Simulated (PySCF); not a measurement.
# Radial density of Cr²²⁺ (chromium, charge +22)

TPSSh, 1s2, closed-shell 1S. Computed with PySCF 2.14 in an even-tempered Gaussian basis (15 s from 22 bohr⁻², ratio 2.2; 7 p from 34 bohr⁻², ratio 2.4; 4 d from 100 bohr⁻², ratio 2.4; 3 f from 150 bohr⁻², ratio 2.4; 3 g from 230 bohr⁻², ratio 2.4), with no relativity, point nucleus.

| r (bohr) | 4πr²ρ (e/bohr) |
| --- | --- |
| 0.00110 | 0.1225 |
| 0.00184 | 0.3344 |
| 0.00310 | 0.8906 |
| 0.00521 | 2.277 |
| 0.00877 | 5.432 |
| 0.0147 | 11.54 |
| 0.0248 | 20.20 |
| 0.0417 | 25.54 |
| 0.0702 | 18.77 |
| 0.118 | 5.562 |
| 0.199 | 0.3619 |
| 0.334 | 0.001755 |
